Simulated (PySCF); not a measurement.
Species: C2H10BNO.
Numbering: `[BH3-:1][NH2+:2][CH2:3][O:4][CH3:5]` (hydrogens: H6, H7, H8 on B1; H9, H10 on N2; H11, H12 on C3; H13, H14, H15 on C5)

Geometry (GFN2-xTB, Å), atoms numbered from 1 in this order:
```xyz
15
C2H10BNO angstrom
B     -2.1967    0.2652   -0.2075
N     -0.7791   -0.5153    0.1375
C      0.2920    0.3862    0.5483
O      1.4877   -0.2712    0.8519
C      2.2609   -0.6526   -0.2662
H     -2.5129    0.8263    0.7923
H     -2.9522   -0.6002   -0.5199
H     -1.9463    1.0097   -1.1029
H     -0.9776   -1.1849    0.8754
H     -0.5252   -1.0229   -0.7048
H     -0.0252    0.8941    1.4627
H      0.4297    1.1300   -0.2480
H      2.4330    0.1987   -0.9332
H      3.2126   -1.0014    0.1283
H      1.7948   -1.4648   -0.8358
```

A PySCF run (density fitting, gas phase, GFN2-xTB geometry) gave HOMO -6.43 eV, LUMO -0.31 eV, dipole 5.15 D.

Question: Which of these levels was it?
A. revPBE/pcSseg-1
B. mPW1PW91/pcSseg-1
C. HCTH407/6-311G**
D. wB97X-D/def2-SVPD

Answer: A. It is revPBE/pcSseg-1. All candidates on this geometry:

```csv
level and settings,kind,basis functions,SCF cycles,E (Eh),HOMO (eV),LUMO (eV),dipole (D)
"HCTH407/6-311G**, fitting basis def2-universal-jkfit",GGA,150,11,-237.0960,-6.60,-0.61,5.09
"revPBE/pcSseg-1, start guess huckel, fitting basis def2-qzvpp-jkfit",GGA,135,15,-236.9303,-6.43,-0.31,5.15
"mPW1PW91/pcSseg-1, damping 0.3 at the start, DIIS from the seventh cycle, fitting basis def2-qzvpp-jkfit",global hybrid,135,13,-236.9526,-7.92,0.48,5.14
wB97X-D/def2-SVPD,range-separated hybrid,183,13,-236.8060,-9.85,1.64,4.93
```

The nearest other candidate, by the summed differences of HOMO and LUMO, is HCTH407/6-311G**: its HOMO differs by -0.17 eV and its LUMO by -0.30 eV. wB97X-D ran without the empirical dispersion term, which would shift the total energy alone. Cycle counts include a coarse-grid stage where the run had one. All basis functions are spherical, in the Pople sets too.
